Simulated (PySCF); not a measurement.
Vertical ionisation of several complexes

Computed with PySCF 2.14.0, B3LYP, def2-SVP on the ligands and scalar-relativistic core potentials on the metal (def2; Stuttgart 1997 for actinides; CRENBL for Ra), no spin-orbit coupling, vacuum. One electron is taken off at the relaxed geometry; the lower of the one or two spin states computed is given. Charges are Mulliken's.

| compound | state | point group | M–first ligand (Å) | ionisation energy (eV) | −ε(HOMO) (eV) | state after | change of charge on M (e) | spin on M after (e) |
| --- | --- | --- | --- | --- | --- | --- | --- | --- |
| [PbBr3]+ | singlet | D3h | 2.535 | 15.55 | 13.49 | doublet | 0.10 | -0.07 |
| [Pb(CCH)]+ | singlet | C∞v | 2.175 | 15.46 | 12.98 | doublet | 0.41 | -0.02 |
| [HfF3(H2O)2]+ | singlet | Cs, nearly C2v | 1.904 | 17.97 | 15.54 | doublet | 0.18 | -0.08 |

Task: What follows for compound [OsO3Cl]+, state singlet, point group C3v, M–first ligand (Å) 1.683?

Result: ionisation energy (eV): 19.09, −ε(HOMO) (eV): 16.58, state after: doublet, change of charge on M (e): 0.09, spin on M after (e): -0.23.

One start shape was tried for each compound. Distances are means of the shortest metal–ligand contacts. Open shells may have lower solutions than those found.
